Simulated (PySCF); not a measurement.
Fill in the blanks.

Species: C8H15B.
Atom-mapped SMILES: `[BH:1]1[C@H:2]2[CH2:3][CH2:4][CH2:5][C@@H:6]1[CH2:7][CH2:8][CH2:9]2` (hydrogens: H10 on B1; H11 on C2; H12, H13 on C3; H14, H15 on C4; H16, H17 on C5; H18 on C6; H19, H20 on C7; H21, H22 on C8; H23, H24 on C9)

```tsv
property	level	value
point group	PBE0-D3(BJ)/def2-SVP	?
rotational constants A, B, C	PBE0-D3(BJ)/def2-SVP	?
dipole moment	CAM-B3LYP/def2-SVPD	?
HOMO energy	CAM-B3LYP/def2-SVPD	?
LUMO energy	CAM-B3LYP/def2-SVPD	0.43 eV
lowest singlet excitation	TDDFT CAM-B3LYP/def2-SVPD	?
strongest line among the 10 lowest singlet transitions	TDDFT CAM-B3LYP/def2-SVPD	S6 at 7.75 eV (160 nm, f = 0.041)
lowest triplet excitation (Tamm–Dancoff)	TDA CAM-B3LYP/def2-SVPD	4.87 eV
static isotropic polarisability	CAM-B3LYP/def2-SVPD	99.6 au
vertical ionisation energy	ΔSCF CAM-B3LYP/def2-SVPD	?
electronic spatial extent ⟨r²⟩ about the centre of nuclear charge	CAM-B3LYP/def2-SVPD	1075 bohr²
13C chemical shifts (computed TMS as zero) by class	GIAO PBE0/pcSseg-1	35.8 (C2/C6), 34.3 (C3/C5/C7/C9), 25.0 (C4/C8) ppm
1H chemical shifts (computed TMS as zero) by class	GIAO PBE0/pcSseg-1	?
isotropic shieldings of nuclei other than C and H, by class	GIAO PBE0/pcSseg-1	11 (B1) ppm
core binding energies	ΔSCF SCAN, pcX-2 on the ionised atom, pcseg-1 elsewhere, spin-free X2C	B1s 195.0 (B1), C1s 289.6 (C2/C6), C1s 290.1 (C3/C5/C7/C9), C1s 290.2 (C4/C8) eV
```

The electronic properties come from PySCF, for the isolated species, density fitting. Isolated species at its PBE0-D3(BJ)/def2-SVP geometry, gas phase. NMR classes are plain means over equivalent atoms (diastereotopic ones count apart unless rotation or inversion swaps them), as if these changed places fast; in this geometry the members of some classes differ.

Task: Give the 1H chemical shifts (computed TMS as zero) by class.

Result: 8.07 (H10), 2.09 (H11/H18), 1.65 (H12/H17/H20/H24), 1.62 (H13/H16/H19/H23), 1.51 (H15/H21), 0.77 (H14/H22) ppm.

Task: The point group?

Result: Cs.

Task: The HOMO energy?

Result: -8.77 eV.

Task: What are the rotational constants A, B, C?

Result: 2.244, 1.849, 1.410 GHz.

Task: What is the lowest singlet excitation?

Result: 5.29 eV (234 nm, f = 0.003).

Task: The dipole moment?

Result: 0.63 D.

Task: The vertical ionisation energy?

Result: 9.41 eV.

The ΔSCF ionisation energy exceeds −ε(HOMO) by 0.64 eV with CAM-B3LYP. The 10 singlets span 5.29 to 8.08 eV, and their oscillator strengths add up to 0.13. In atomic units the dipole is 0.25 e·bohr (1 au = 2.5417 D).
